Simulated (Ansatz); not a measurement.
Calculated with Ansatz (gas phase, PBE0-D4/def2-TZVP geometries, no zero-point term in ΔE). CCSD(T)/CBS adds triple-zeta CCSD(T) − MP2 to the extrapolated MP2 energy (def2 sets, frozen cores). Functionals use def2-TZVPP. B3LYP here is the variant with VWN-RPA as its local correlation; programs differ in this. For Ge, Se outer-core shells are correlated without core-valence functions, which leaves a few kJ/mol of doubt a bond. Scalar relativity is left out up to krypton. One conformer a species, not always the lowest.

Consider the redistribution: `C[BH][GeH2][SiH3]` + `B[Se]CF` → `CB[Se]CF` + `[BH2][GeH2][SiH3]`.

```tsv
level	ΔE (kcal/mol)	difference from CCSD(T)/CBS
PBE0-D4	1.5	0.4
ωB97X-V	1.1	0.0
ωB97M-V	1.3	0.2
B2PLYP	1.2	0.1
PBE	1.8	0.7
r2SCAN	1.4	0.3
PBE0	1.4	0.3
B3LYP	1.4	0.3
HF/def2-TZVPP	0.1	-1.0
MP2/def2-TZVPP	1.0	-0.1
SCS-MP2/def2-TZVPP	0.9	-0.2
HF/def2-QZVPP	0.0	-1.1
MP2/def2-QZVPP	1.0	-0.1
SCS-MP2/def2-QZVPP	0.8	-0.3
HF/CBS(def2)	0.0	-1.1
MP2/CBS(def2)	1.0	-0.1
CCSD(T)/CBS	1.1	0
```

Largest T1 diagnostic among the species: 0.013.

In def2-TZVPP, CCSD(T) changes the Hartree–Fock value by +1.0 kcal/mol (the triples alone add +0.2 kcal/mol) and MP2 by +0.9 kcal/mol.
